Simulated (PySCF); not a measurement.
Spin states of BaI

Unrestricted PBE0; Ba x2c-TZVPall, I x2c-TZVPall; spin-free X2C with a Gaussian nucleus (PySCF 2.14). Outer shells of the fragments: Ba 6s2; I 4d10 5s2 5p5.

Followed along the bond (rough minima from three points):

```tsv
2Ms+1	unpaired	⟨S²⟩ at the start	R at minimum (Å)	Te (eV)
2	σ ↑	0.75	3.09	0.00
2	δ ↑	0.75	3.13	0.92
2	π ↑	0.75	3.13	1.00
4	σ ↑, π ↑, δ ↑	3.75	none in the scan	≤ 4.57
```

Solutions found at the starting distance of 3.095 Å, counted from the lowest of them; the search is not exhaustive and high or unbound solutions are not listed, so other states can lie among these:

```
2Ms+1       unpaired   term  E (eV)  ⟨S²⟩  ⟨Lz²⟩  μ (D)
    2            σ ↑    ²Σ⁺    0.00  0.75   0.00  -5.55
    2            δ ↑     ²Δ    0.92  0.75   4.00  -8.81
    2            π ↑     ²Π    1.00  0.75   1.00  -5.27
    4  σ ↑, π ↑, δ ↑  mixed    4.84  3.75   4.97   1.83
    4      σ ↑, π ↑↑  mixed    4.85  3.75   2.01   1.72
    4      σ ↑, π ↑↑  mixed    4.97  3.75   2.04   2.71
    4      σ ↑↑, π ↑     ⁴Π    5.15  3.75   1.03   6.86
```

A term symbol is given only where ⟨S²⟩ and ⟨Lz²⟩ are close to those of a pure state; real π, δ and φ orbitals otherwise mix terms. A positive dipole means Ba(−)I(+).

Spin–orbit coupling is left out. Counting both spins, an empty level lies below a filled one in some of these solutions, because spin and occupation are held.
